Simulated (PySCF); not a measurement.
Correlation energy of S⁺ (sulfur, charge +1)

[Ne] 3s2 3p3, high-spin 4S determinant. Computed with PySCF 2.14 in aug-cc-pVQZ-DK (7s6p4d3f2g, 84 functions), with scalar relativity by spin-free X2C-1e. Frozen: [Ne]; 5 electrons correlated.

```json
{"level": "CCSD", "correlation energy (mhartree)": "-113.66"}
{"level": "(T)", "correlation energy (mhartree)": "-4.17"}
{"level": "CCSD(T)", "correlation energy (mhartree)": "-117.83"}
```

Diagnostics: T1 = 0.0040, D1 = 0.0099, largest double amplitude 0.044.

Cost of the coupled-cluster step: about 17 core-seconds, for 5 correlated electrons.

Iterations:

```
CC2 = 0
CCSD nocc = (np.int64(4), np.int64(1)), nmo = (79, 79)
frozen orbitals [[0, 1, 2, 3, 4], [0, 1, 2, 3, 4]]
max_cycle = 100
direct = 0
conv_tol = 1e-08
conv_tol_normt = 1e-06
diis_space = 8
diis_start_cycle = 0
Init t2, MP2 energy = -0.0965512244698086
Init E_corr(UCCSD) = -0.0965512244788676
cycle = 1  E_corr(UCCSD) = -0.109764484862568  dE = -0.0132132604  norm(t1,t2) = 0.0376177
cycle = 2  E_corr(UCCSD) = -0.112530887175862  dE = -0.00276640231  norm(t1,t2) = 0.0110336
cycle = 3  E_corr(UCCSD) = -0.113682782602731  dE = -0.00115189543  norm(t1,t2) = 0.00402687
cycle = 4  E_corr(UCCSD) = -0.113662153978481  dE = 2.06286243e-05  norm(t1,t2) = 0.000539253
cycle = 5  E_corr(UCCSD) = -0.113661375975121  dE = 7.7800336e-07  norm(t1,t2) = 5.13059e-05
cycle = 6  E_corr(UCCSD) = -0.113661205862092  dE = 1.70113029e-07  norm(t1,t2) = 8.70173e-06
cycle = 7  E_corr(UCCSD) = -0.11366126431351  dE = -5.84514179e-08  norm(t1,t2) = 2.36762e-06
cycle = 8  E_corr(UCCSD) = -0.113661270981789  dE = -6.66827954e-09  norm(t1,t2) = 5.46197e-07
UCCSD converged
E(UCCSD) = -398.3688516113978  E_corr = -0.1136612709817892
UCCSD(T) correction = -0.00416744504313486
```
